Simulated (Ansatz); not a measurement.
Calculated with Ansatz (gas phase, PBE0-D4/def2-TZVP geometries, no zero-point term in ΔE). CCSD(T)/CBS is the MP2 limit (def2-TZVPP, def2-QZVPP) plus CCSD(T) − MP2 in def2-TZVPP, frozen cores. This one scheme is used for every species. DFT in def2-TZVPP. For Zn outer-core shells are correlated without core-valence functions, which leaves a few kJ/mol of doubt a bond. Scalar relativity is left out up to krypton. One conformer a species, not always the lowest.

Reaction (formal exchange of groups at a B–F bond): `COBF` + `[ZnH2]` → `CO[BH][ZnH]` + H–F

`COBF`:

Z-matrix (Å, degrees):
```
C
O 1 1.413
H 1 1.093 2 111.6
H 1 1.091 2 108.9 3 -120.7
H 1 1.091 2 108.9 3 120.7
B 2 1.339 1 121.8 3 -0.2
F 6 1.325 2 117.6 1 180.0
H 6 1.199 2 123.0 1 -0.0
```

`[ZnH2]`:

```xyz
3

Zn    0.000    0.000    0.000
H    -1.382   -0.432   -0.537
H     1.382    0.432    0.538
```

`CO[BH][ZnH]`:

Cartesian coordinates in Å:
```
C -1.451 0.210 0.768
O -0.402 0.391 -0.167
B 0.734 -0.333 -0.130
Zn 2.192 0.050 -1.578
H -1.618 1.150 1.298
H -2.362 -0.055 0.228
H -1.204 -0.579 1.484
H 0.821 -1.162 0.752
H 3.290 0.328 -2.655
```

H–F:

Cartesian coordinates in Å:
```
F 0.030 0.440 -0.131
H -0.030 -0.440 0.131
```

```tsv
level	ΔE (kJ/mol)	difference from CCSD(T)/CBS
LDA (SPW92)	175.8	5.7
PBE-D4	166.7	-3.4
r2SCAN0-D4	186.4	16.3
BHLYP-D4	191.8	21.7
ωB97X-V	182.0	11.9
BLYP	179.3	9.2
r2SCANh	185.8	15.7
LC-ωPBE	180.5	10.4
CCSD/def2-SVP	195.2	25.1
MP2/def2-TZVPP	176.2	6.1
CCSD(T)/def2-TZVPP	176.8	6.7
HF/def2-QZVPP	211.2	41.1
MP2/def2-QZVPP	172.3	2.2
SCS-MP2/def2-QZVPP	177.2	7.1
HF/CBS(def2)	211.2	41.1
CCSD/CBS(def2)	174.3	4.2
CCSD(T)/CBS	170.1	0
```

Largest T1 diagnostic among the species: 0.016.

At CCSD(T), def2-SVP lies +22.8 kJ/mol from the extrapolated value and def2-TZVPP +6.7 kJ/mol. In def2-TZVPP, CCSD(T) changes the Hartree–Fock value by −34.5 kJ/mol (the triples alone add −4.2 kJ/mol) and MP2 by −35.1 kJ/mol.
